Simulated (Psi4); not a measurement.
Conformational energy of SMILES CC(C)C[SiH2]O, singlet. Scanned: dihedral C1–C2–C4–Si5; all other coordinates were relaxed at GFN2-xTB.

Geometry of the scan point at -20° (Å):
```
18

C     -1.2725    -1.1761     0.5517
C     -0.8666    -0.1126    -0.4642
C     -1.9272     0.9900    -0.4675
C      0.5174     0.4984    -0.1920
Si     1.2442     0.3370     1.5522
O      2.6269     1.1898     1.4105
H     -0.5312    -1.9697     0.5984
H     -1.3751    -0.7404     1.5411
H     -2.2265    -1.6187     0.2698
H     -0.8583    -0.5752    -1.4580
H     -2.9164     0.5740    -0.6495
H     -1.7207     1.7259    -1.2419
H     -1.9389     1.4968     0.4954
H      1.2431     0.0339    -0.8655
H      0.5029     1.5532    -0.4685
H      1.5647    -1.0420     1.9343
H      0.4086     0.9413     2.5977
H      3.2265     1.2863     2.1439
```

Calculation: PBE-D3(BJ)/def2-SVP // GFN2-xTB (Psi4).

Scanned values (°): -160, -140, -120, -100, -80, -60, -40, -20, 0, 20, 40, 60, 80, 100, 120, 140, 160, 180.

Q: At which scan points does the profile have its minima and maxima, and how high do they lie?

A: Lower than their neighbours: -60° (2.7 kJ/mol), 60° (0.0 kJ/mol), 180° (0.2 kJ/mol). Higher than their neighbours: -120° (16.7 kJ/mol), 0° (16.8 kJ/mol), 120° (10.0 kJ/mol). The whole profile spans 16.8 kJ/mol.
